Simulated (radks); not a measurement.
The numbers below are computed, except where a source is named.
Valence configurations of Mn IV (all share [Ar]). Level of theory: scalar-relativistic Kohn-Sham, PBEsol, spin-polarised, spherical densities, point nucleus; open shells are filled with parallel spins first (a radial shooting solver on a logarithmic mesh with Libxc functionals). Order these by energy: 3d3.5 4s0.5; 3d4; 3d3 4s1; 3d3 4p1; 3d1 4s2 4p1; 3d2 4p2; 3d2 4s2.

Answer. From the lowest, in eV above it: 3d4 0.000; 3d3.5 4s0.5 6.598; 3d3 4s1 14.176; 3d3 4p1 21.458; 3d2 4s2 34.651; 3d2 4p2 48.088; 3d1 4s2 4p1 66.924. NIST lists [Ar] 3d4 as the ground configuration; this level of theory agrees among the configurations tried. The energies are those of spherical high-spin densities, not of single terms.
